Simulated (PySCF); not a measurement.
Species: C2H2AlCl.
SMILES: `C#[C][AlH][Cl]`

Computed, not measured: EOM-EE-CCSD/aug-cc-pVDZ in PySCF, restricted Hartree–Fock reference, frozen core, non-relativistic, gas phase, PBE0-D3(BJ)/def2-SVP geometry.

Task: What does EOM-EE-CCSD give for the lowest vertical excitations?

Result: 
| state | E (eV) | λ (nm) | main singles (HF orbitals, share of the singles part) |
| --- | --- | --- | --- |
| singlet 1 | 5.75 | 216 | HOMO→LUMO+5 43 %, HOMO→LUMO 40 % |
| singlet 2 | 6.29 | 197 | HOMO-1→LUMO+5 34 %, HOMO-1→LUMO 34 %, HOMO→LUMO+7 10 % |
| singlet 3 | 6.38 | 194 | HOMO-2→LUMO 51 %, HOMO-2→LUMO+5 35 % |
| singlet 4 | 6.92 | 179 | HOMO-1→LUMO+7 44 %, HOMO-1→LUMO+6 15 %, HOMO-1→LUMO+16 12 % |
| triplet 1 | 4.75 | 261 | HOMO-1→LUMO+5 28 %, HOMO-1→LUMO 20 %, HOMO-1→LUMO+13 9 % |
| triplet 2 | 5.36 | 231 | HOMO→LUMO+5 39 %, HOMO→LUMO 32 %, HOMO→LUMO+13 8 % |

Task: What is the vertical gap between the lowest excited singlet and the lowest triplet?

Result: 5.75 − 4.75 = 1.00 eV (96 kJ/mol).

The first EOM-IP-CCSD ionisation energy is 11.08 eV, 4.16 eV above the highest singlet listed and 5.33 eV above the lowest.

T1 diagnostic 0.012. EOM-CCSD puts states of mainly double-excitation character too high. An iterative search for so few roots can pass over a low state.
